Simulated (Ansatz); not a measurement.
Basis sets compared for the cluster Cs₃H₄⁻ (the lowest singlet isomer of a short search). The state is a singlet with charge -1. Geometry PBE-D4/def2-TZVPD. Ansatz on 4 threads of Arm Neoverse V2 on a shared host; times are rough, and most runs start from earlier orbitals.

```tsv
atom	x (Å)	y (Å)	z (Å)
Cs1	1.0682	-2.0778	0.8276
Cs2	0.0154	2.0254	1.4307
Cs3	-0.5044	0.2254	-2.4160
H4	-0.5185	-2.5001	-1.5237
H5	1.6025	0.4764	-0.4385
H6	0.0804	-0.4108	2.9416
H7	-1.7436	2.2616	-0.8216
```

In the def2 sets Cs takes a core potential; there is no spin–orbit coupling. At PBE-D4/def2-SVPD, PBE-D4/def2-TZVPD the highest occupied level of the charge -1 singlet lies above zero (up to 0.04 eV). By energy differences its removal costs 2.44 eV (vertical, to the charge 0 doublet, at PBE0-D4/def2-TZVPD). The structure comes from a short search, and lower isomers may exist.

```csv
level,functions,energy (Eh),HOMO (eV),LUMO (eV),wall time
PBE-D4/def2-SVPD,113,-62.8075,0.04,1.27,1.6 s
PBE0-D4/def2-SVPD,113,-62.7868,-0.83,1.32,1.6 s
```

(1) Estimate the rows for PBE-D4/def2-TZVPD, PBE0-D4/def2-TZVPD.

Answers

(1) 
```csv
level,functions,energy (Eh),HOMO (eV),LUMO (eV),wall time
PBE-D4/def2-TZVPD,132,-62.8248,0.01,1.65,1.9 s
PBE0-D4/def2-TZVPD,132,-62.8033,-0.88,1.89,2 s
```
